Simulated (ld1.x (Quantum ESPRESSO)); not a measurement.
## iridium, TM: configuration errors across variants

```json
{"Element": "Ir", "Generator": "ld1.x (Quantum ESPRESSO) 7.5", "Type": "norm-conserving Troullier–Martins (Kleinman–Bylander form)", "Functional": "PBEsol", "Relativity": "scalar-relativistic", "Frozen core": "[Kr] 4d10 4f14", "Valence charge": "17", "Reference configuration": "5s2 5p6 5d7 6s0 6p0 (charge +2)", "Partial waves": "5s (bound): rc 1.65 bohr; 5p (bound): rc 1.00 bohr; 5d (bound): rc 1.30 bohr", "Local potential": "all-electron potential smoothed inside 0.95 bohr (lloc = -1)", "Core correction": "Bessel-smoothed model core inside 0.50 bohr"}
```

All-electron excitation energies from the reference (eV): (1) 5s2 5p6 5d6 6s0 6p0 30.573; (2) 5s2 5p6 5d8 6s0 6p0 -18.746; (3) 5s2 5p6 5d5 6s0 6p0 74.181.

Tests that are not counted but printed errors over 1 eV. “base”: 5s2 5p6 5d7 6s2 6p0 (solver errors, printed error -2325 eV); 5s1 5p6 5d7 6s2 6p0 (solver errors, printed error -17.1 eV); 2 more. “wave 5d (bound): rc 1.30 bohr becomes 5d (bound): rc 0.90 bohr”: 5s2 5p6 5d7 6s2 6p0 (solver errors, printed error -2249 eV); 5s1 5p6 5d7 6s2 6p0 (solver errors, printed error -17.0 eV); 2 more. “wave 5d (bound): rc 1.30 bohr becomes 5d (bound): rc 1.08 bohr”: 5s2 5p6 5d7 6s2 6p0 (solver errors, printed error -2224 eV); 5s1 5p6 5d7 6s2 6p0 (solver errors, printed error -17.1 eV); 2 more. “wave 5d (bound): rc 1.30 bohr becomes 5d (bound): rc 1.42 bohr”: 5s2 5p6 5d7 6s2 6p0 (solver errors, printed error -2221 eV); 5s1 5p6 5d7 6s2 6p0 (solver errors, printed error -17.1 eV); 2 more. “wave 5d (bound): rc 1.30 bohr becomes 5d (bound): rc 1.60 bohr”: 5s2 5p6 5d7 6s2 6p0 (solver errors, printed error -2343 eV); 5s1 5p6 5d7 6s2 6p0 (solver errors, printed error -17.1 eV); 2 more.

A true bound ghost makes a file unfit for plane-wave use even where its test errors are small: the radial tests pick states by their node count and pass the ghost by. Where a test does run into it, the solver fails or the error is huge.

Errors AE − PS in meV (a dash: test not solved or not reliable):

| change | (1) | (2) | (3) | bound ghosts |
| --- | --- | --- | --- | --- |
| base | -5.1 | +2.5 | -17 | s |
| wave 5d (bound): rc 1.30 bohr becomes 5d (bound): rc 0.90 bohr | +1.4 | +0.8 | +1.7 | s |
| wave 5d (bound): rc 1.30 bohr becomes 5d (bound): rc 1.08 bohr | -2.9 | +1.9 | -11 | s |
| wave 5d (bound): rc 1.30 bohr becomes 5d (bound): rc 1.42 bohr | -5.4 | +2.7 | -18 | s |
| wave 5d (bound): rc 1.30 bohr becomes 5d (bound): rc 1.60 bohr | -5.5 | +3.0 | -18 | s |
| wave 5d (bound): rc 1.30 bohr becomes 5d (bound): rc 1.78 bohr | -5.4 | +3.1 | -18 | s |
| wave 5d (bound): rc 1.30 bohr becomes 5d (bound): rc 1.88 bohr | -5.5 | +3.1 | -18 | s |

Task: Give the same row for: wave 5d (bound): rc 1.30 bohr becomes 5d (bound): rc 1.18 bohr.

Result: -4.1, +2.2, -15; bound ghosts: s. Not counted: 5s2 5p6 5d7 6s2 6p0 (solver errors, printed error -2211 eV); 5s1 5p6 5d7 6s2 6p0 (solver errors, printed error -17.1 eV); 2 more.
